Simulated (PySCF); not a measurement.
**Deuteron quadrupole couplings in `C=CO[Si@H](C)C=O`**

Species: C4H8O2Si.
Numbering: `[CH2:1]=[CH:2][O:3][Si@H:4]([CH3:5])[CH:6]=[O:7]` (hydrogens: H8, H9 on C1; H10 on C2; H11 on Si4; H12, H13, H14 on C5; H15 on C6)

Geometry (GFN2-xTB, Å), atoms numbered from 1 in this order:
```
atom  x, y, z in Å
C1    -2.5664   -0.1891   -0.2818
C2    -1.7575   -0.9294    0.4533
O3    -0.4104   -0.9193    0.4134
Si4    0.6846   -0.0492   -0.4327
C5     2.3361   -0.6280    0.2874
C6     0.4103    1.8199   -0.0481
O7     0.7665    2.7385   -0.7416
H8    -2.1860    0.5117   -1.0048
H9    -3.6316   -0.2685   -0.1779
H10   -2.1273   -1.6387    1.1846
H11    0.5629   -0.2420   -1.8778
H12    2.3446   -0.5733    1.3728
H13    3.1513   -0.0164   -0.0838
H14    2.5393   -1.6573    0.0079
H15   -0.1207    2.0490    0.9071
```

Level: PBE0/pcSseg-1 (PySCF, non-relativistic); Q(2H) = 0.00286 b; rigid geometry, the same for H and D, with no vibrational averaging.

Task: Rank these positions by the coupling χzz of a deuteron there, largest first.
A. H10 (vinylic hydrogen)
B. H12 (methyl hydrogen)
C. H9 (vinylic hydrogen)
D. H15 (formyl hydrogen)
E. H11 (Si–H hydrogen)
F. H8 (vinylic hydrogen)

Result: C (233 kHz), F (229 kHz), B (217 kHz), A (211 kHz), D (173 kHz), E (107 kHz).

Task: Give the electric field gradient Vzz (the principal value of largest size), its asymmetry and the 2H coupling at each hydrogen.

Result: 
```tsv
atom	bonded to	bond length (Å)	Vzz (au)	η	χzz (kHz)
H8	C1	1.076	0.3403	0.09	229
H9	C1	1.073	0.3467	0.08	233
H10	C2	1.084	0.3142	0.09	211
H11	Si4	1.463	0.1590	0.02	107
H12	C5	1.087	0.3226	0.01	217
H13	C5	1.085	0.3256	0.00	219
H14	C5	1.086	0.3249	0.01	218
H15	C6	1.117	0.2568	0.01	173
```

Task: Average by the element that carries the hydrogen.

Result: on C: 214 kHz over 7 positions, mean bond length 1.087 Å; on Si: 107 kHz over 1 position, mean bond length 1.463 Å.

Task: How does χzz go with the bond length over the 7 C–H bonds?

Result: A straight-line fit has a slope of -13.8 kHz for each 0.01 Å, with a correlation coefficient of -0.99, over lengths from 1.073 to 1.117 Å. The longer bonds have the smaller couplings here.

Task: Give the 2H NMR doublet splittings at H13 for a magnetic field along the z, y and x axes of the gradient: 3χ/2, 3χ(1 + η)/4, 3χ(1 − η)/4.

Result: With |χ| = 218.8 kHz and η = 0.004: 328, 165 and 163 kHz, to first order and without motion.

Isolated species at its GFN2-xTB geometry (one conformer only). GFN2-xTB bond lengths can be off by several hundredths of an ångström, more for odd bonds, and the gradients follow them. A larger basis could move these couplings by a tenth or more.
